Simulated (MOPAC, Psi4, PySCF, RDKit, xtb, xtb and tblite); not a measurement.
Relaxed torsion scan: SMILES CC(C)(C)CC[SeH]. Scanned: dihedral C5–C6–Se7–H21; all other coordinates were relaxed at GFN2-xTB. Points at φ and −φ are mirror images.

Geometry of the scan point at 75° (Å):
```
21

C      0.8270    -0.8467     1.4882
C      0.6629     0.0116     0.2317
C      0.6355     1.4916     0.6201
C      1.8563    -0.2354    -0.6975
C     -0.6136    -0.3793    -0.5377
C     -1.9084    -0.1941     0.2328
Se    -3.4869    -0.6807    -0.8565
H      0.0502    -0.6312     2.2176
H      1.7886    -0.6443     1.9547
H      0.7857    -1.9050     1.2391
H      1.5920     1.7822     1.0487
H      0.4497     2.1142    -0.2524
H     -0.1361     1.6915     1.3595
H      2.7869     0.0256    -0.1989
H      1.7718     0.3666    -1.5994
H      1.9070    -1.2824    -0.9882
H     -0.5295    -1.4281    -0.8370
H     -0.6650     0.2169    -1.4524
H     -2.0773     0.8511     0.4943
H     -1.9536    -0.8017     1.1356
H     -3.2853    -2.1095    -0.7569
```

GFN2-xTB (xtb and tblite); B3LYP/def2-SVP // GFN2-xTB (Psi4); B3LYP-D3(BJ)/def2-SVP // GFN2-xTB (Psi4); PBE/def2-SVP // GFN2-xTB (Psi4); PBE-D3(BJ)/def2-SVP // GFN2-xTB (Psi4); UFF // GFN2-xTB (RDKit); AM1, restricted, heats of formation // GFN2-xTB (MOPAC); PM7, restricted, heats of formation // GFN2-xTB (MOPAC); GFN1-xTB // GFN2-xTB (xtb); RKS-B3LYP/6-31G* = PySCF with restricted B3LYP/6-31G*, spherical d, density fitting // GFN2-xTB; RMP2/6-31G* = restricted MP2 (frozen core)/6-31G*, spherical d // GFN2-xTB (PySCF); RHF/3-21G = restricted Hartree-Fock/3-21G, density fitting // GFN2-xTB run with PySCF 2.14.0; RHF/LANL2DZ = restricted Hartree-Fock/LANL2DZ, with its core potentials past Ne // GFN2-xTB (PySCF).

Least-squares fit of E(φ) = a0 + Σ (a_n cos nφ + b_n sin nφ), n = 1 to 4, to the 24 scan points, in kJ/mol above the lowest point of each profile (levels whose profile four harmonics don't fit are not listed):

| method | a0 | a1 | b1 | a2 | b2 | a3 | b3 | a4 | b4 | rms of fit |
|---|---|---|---|---|---|---|---|---|---|---|
| GFN2-xTB | 3.42 | -1.88 | 0.00 | 0.87 | 0.00 | 2.07 | 0.00 | -0.02 | 0.00 | 0.01 |
| B3LYP/def2-SVP | 2.83 | -0.34 | 0.00 | 0.86 | 0.00 | 2.23 | 0.00 | -0.03 | 0.00 | 0.03 |
| B3LYP-D3(BJ)/def2-SVP | 3.02 | -0.74 | 0.00 | 0.74 | 0.00 | 2.29 | 0.00 | -0.02 | 0.00 | 0.03 |
| PBE/def2-SVP | 2.99 | -0.61 | 0.00 | 0.87 | 0.00 | 2.25 | 0.00 | 0.00 | 0.00 | 0.02 |
| PBE-D3(BJ)/def2-SVP | 3.11 | -0.87 | 0.00 | 0.80 | 0.00 | 2.28 | 0.00 | 0.01 | 0.00 | 0.02 |
| UFF | 3.39 | 0.82 | 0.00 | 0.25 | 0.00 | 2.87 | 0.00 | 0.06 | 0.00 | 0.01 |
| AM1 | 1.67 | -1.27 | 0.00 | -0.33 | 0.00 | 1.09 | 0.00 | -0.01 | 0.00 | 0.02 |
| PM7 | 2.56 | -2.06 | 0.00 | 0.79 | 0.00 | 1.16 | 0.00 | -0.02 | 0.00 | 0.02 |
| GFN1-xTB | 2.80 | -1.18 | 0.00 | 1.17 | 0.00 | 1.63 | 0.00 | 0.05 | 0.00 | 0.03 |
| RKS-B3LYP/6-31G* | 2.59 | -0.34 | 0.00 | 0.45 | 0.00 | 2.17 | 0.00 | 0.05 | 0.00 | 0.02 |
| RMP2/6-31G* | 3.12 | -0.67 | 0.00 | 0.62 | 0.00 | 2.46 | 0.00 | 0.06 | 0.00 | 0.03 |
| RHF/3-21G | 3.36 | -0.34 | 0.00 | 1.17 | 0.00 | 2.54 | 0.00 | 0.11 | 0.00 | 0.03 |
| RHF/LANL2DZ | 2.83 | 0.19 | 0.00 | 1.38 | 0.00 | 2.22 | 0.00 | 0.00 | 0.00 | 0.03 |
